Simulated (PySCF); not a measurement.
## C₆ coefficients of unlike pairs at UHF

Calculated with PySCF 2.14 from the dipole response of each species, C₆(A,B) = (3/π) ∫ α_A(iu) α_B(iu) du, in atomic units, from isotropic polarisabilities. For ions this is the dispersion term alone; charge-induced terms of lower order in 1/R come first.

```csv
species,configuration,basis,relativity,α (bohr³),C₆ (like pair)
Re,[Xe] 4f14 5d5 6s2 (6S),def2-QZVPPD with the def2 core potential (60 electrons) (7s6p4d4f2g),core potential,95.74,1122
Sb,[Kr] 4d10 5s2 5p3 (4S),aug-cc-pVTZ-DK3 (8s7p5d2f),spin-free X2C,44.27,483.0
Al⁺,[Ne] 3s2 (1S),aug-cc-pV(Q+d)Z (7s6p5d3f2g),none,26.41,140.2
V²⁺,[Ar] 3d3 (4F),aug-cc-pVTZ (8s7p5d3f2g),none,3.924,11.84
```

Estimate C₆ for Sb with Re.

The integral gives 715.6. The combination rule 2 C_A C_B / (C_A α_B/α_A + C_B α_A/α_B) gives 693.5 and the geometric mean 736.3.

No spin-orbit coupling is included.

The other pairs:

| pair | C₆ |
| --- | --- |
| Al⁺, Re | 391.3 |
| V²⁺, Re | 89.96 |
| Al⁺, Sb | 258.2 |
| V²⁺, Al⁺ | 32.60 |
| V²⁺, Sb | 65.04 |
